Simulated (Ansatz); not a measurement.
Start from `CS[SiH](O)O` and change one atom or group to get `NC[SiH](O)O`.

Ansatz, PBE0-D4/def2-TZVP geometries, multiplicity 1. Each molecule was computed in one conformer, which needn't be the lowest.

| property | `CS[SiH](O)O` |
| --- | --- |
| LUMO energy (PBE0/def2-TZVPP) / eV | 0.19 |
| LUMO energy (B3LYP/def2-TZVPP) / eV | -0.09 |
| size of the dipole moment (PBE/def2-TZVPP) / D | 1.10 |
| HOMO–LUMO gap (PBE/def2-TZVPP) / eV | 5.10 |
| HOMO energy (B3LYP/def2-TZVPP) / eV | -6.82 |
| HOMO–LUMO gap (B3LYP/def2-TZVPP) / eV | 6.74 |

Q: What does the change do to each property? (Estimate.)

A: Ansatz gave: 
| property | `NC[SiH](O)O` | shift |
| --- | --- | --- |
| LUMO energy (PBE0/def2-TZVPP) / eV | 0.53 | 0.34 |
| LUMO energy (B3LYP/def2-TZVPP) / eV | 0.20 | 0.29 |
| size of the dipole moment (PBE/def2-TZVPP) / D | 3.04 | 1.94 |
| HOMO–LUMO gap (PBE/def2-TZVPP) / eV | 5.49 | 0.39 |
| HOMO energy (B3LYP/def2-TZVPP) / eV | -7.06 | -0.24 |
| HOMO–LUMO gap (B3LYP/def2-TZVPP) / eV | 7.26 | 0.52 |

With PBE0 the HOMO falls by 0.21 eV and the LUMO rises by 0.34 eV, so the gap widens by about 0.55 eV. PBE moves the HOMO by 0.01 eV and ωB97M-V by -0.36 eV. Dipoles are sizes alone; their direction can turn.

B3LYP here is the variant with VWN-RPA as its local correlation; programs differ in this.
